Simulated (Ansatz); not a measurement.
Correlation energies of C3H4F4O, SMILES `FCOC(F)C(F)F` by basis set

Z-matrix (Å, degrees):
```
C
O 1 1.385
F 1 1.370 2 110.3
H 1 1.094 2 111.6 3 -119.6
H 1 1.090 2 106.6 3 117.8
C 2 1.376 1 115.1 3 72.3
F 6 1.371 2 110.1 1 76.2
C 6 1.520 2 107.3 1 -166.4
H 6 1.095 2 112.7 1 -44.3
F 8 1.348 6 109.0 2 66.1
F 8 1.348 6 109.0 2 -176.0
H 8 1.095 6 111.8 2 -55.0
```

Total charge 0; spin multiplicity 1. Geometry: relaxed with PBE0-D4/def2-TZVP. It is one conformer, not always the lowest. Frozen core, restricted reference, Ansatz 0.2.0. CBS rows extrapolate triple and quadruple zeta; past MP2 they add the triple-zeta difference.

```
     basis     HF (Eh)  MP2 corr.
def2-TZVPP  -588.79976   -1.71406
def2-QZVPP  -588.82539   -1.86270
```

(1) Estimate the CCSD correlation energy and the (T) correction in each basis where they were run (hartree).

Results:

(1) 
```tsv
basis	CCSD corr.	(T)
def2-TZVPP	-1.73803	-0.05852
CBS(def2)	-1.99678	as TZ
```
